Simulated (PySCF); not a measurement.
Compound: CH10SSi4.
InChI=1S/CH10SSi4/c1-2-6-4-3-5-6/h6H,3-5H2,1H3

Torsions of this conformer, `[CH3:1][S:2][SiH:3]1[SiH2:4][SiH2:5][SiH2:6]1`: C1–S2–Si3–Si4 155°.

The closed-shell ground state was solved at several levels (PySCF, density fitting, gas phase, non-relativistic). Geometry: PBE0-D3(BJ)/def2-SVP, one conformer, isolated molecule.

| level | basis functions | total energy (Eh) | HOMO (eV) | LUMO (eV) | gap (eV) | dipole (D) |
| --- | --- | --- | --- | --- | --- | --- |
| PBE0/pcSseg-1 | 187 | -1599.5614 | -6.90 | -1.05 | 5.85 | 1.38 |
| B3LYP/def2-TZVP | 276 | -1600.4651 | -6.61 | -1.15 | 5.46 | 1.27 |
| B3LYP/pcSseg-1 | 187 | -1600.3426 | -6.65 | -1.12 | 5.53 | 1.33 |
| B3LYP/6-31G* | 124 | -1600.2970 | -6.47 | -0.82 | 5.65 | 1.39 |

Question: Estimate the row for B3LYP/def2-SVPD, a basis of 223 functions; the other rows only guide the guess.

Answer: Total energy -1599.8888 Eh, HOMO -6.62 eV, LUMO -1.11 eV, gap 5.51 eV, dipole 1.29 D.

Question: Over all these levels, which gives the widest orbital gap and which the narrowest?

Answer: PBE0/pcSseg-1 (global hybrid, 25 % exact exchange) has the widest, 5.85 eV, and B3LYP/def2-TZVP (global hybrid, 20 % exact exchange) the narrowest, 5.46 eV. Functional and basis both differ between the two, so the spread mixes both effects.

Question: How much does the basis alone move the frontier levels among the 4 B3LYP rows (the withheld one included)?

Answer: The HOMO by 0.18 eV and the LUMO by 0.33 eV. By rising basis size (HOMO, LUMO in eV): 6-31G* -6.47, -0.82; pcSseg-1 -6.65, -1.12; def2-SVPD -6.62, -1.11; def2-TZVP -6.61, -1.15.

Question: How far do the dipole and the HOMO energy spread over the levels?

Answer: The dipole runs from 1.27 to 1.39 D (mean 1.33 D) and the HOMO from -6.90 to -6.47 eV.
